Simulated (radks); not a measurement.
All-electron atom: the neon ion Ne4+ in [He] 2s2 2p2 (the NIST ground configuration).

Calculated with a radial shooting solver on a logarithmic mesh with Libxc functionals: non-relativistic Kohn-Sham, OLYP, spin-unpolarised, spherical densities, point nucleus.

Energy parts (hartree):
part                      energy
total                 -120.56923
kinetic                120.39429
electron-nucleus      -267.03134
Hartree                 35.60323
exchange-correlation    -9.53541

Orbitals (lengths in bohr, moments of r in powers of bohr; <r^-3> diverges for s and p1/2):
[
 {"orbital": "1s", "occ.": "2", "eigenvalue (hartree)": "-34.98057", "<r^-3>": "-"},
 {"orbital": "2s", "occ.": "2", "eigenvalue (hartree)": "-4.82314", "<r^-3>": "-"},
 {"orbital": "2p", "occ.": "2", "eigenvalue (hartree)": "-4.01220", "<r^-3>": "18.27"},
 {"orbital": "3s", "occ.": "0", "eigenvalue (hartree)": "-1.59529", "<r^-3>": "-"}
]

The highest occupied level is 2p at -109.18 eV. For comparison, the ionisation energy in NIST's Atomic Spectra Database is 126.25 eV (measured). In exact Kohn-Sham theory the highest level is minus the ionisation energy, but local and semilocal functionals leave it too shallow, through self-interaction and a potential that decays too fast; potentials with the right tail come closer. Summed over all electrons, <r^2> = 2.685 bohr^2, which gives a Langevin (diamagnetic) susceptibility term of -2.13 x 10^-6 cm^3/mol.

Beside tabulated values, note that spin-unpolarised runs miss the spin-polarisation part of the exchange energy of open shells.
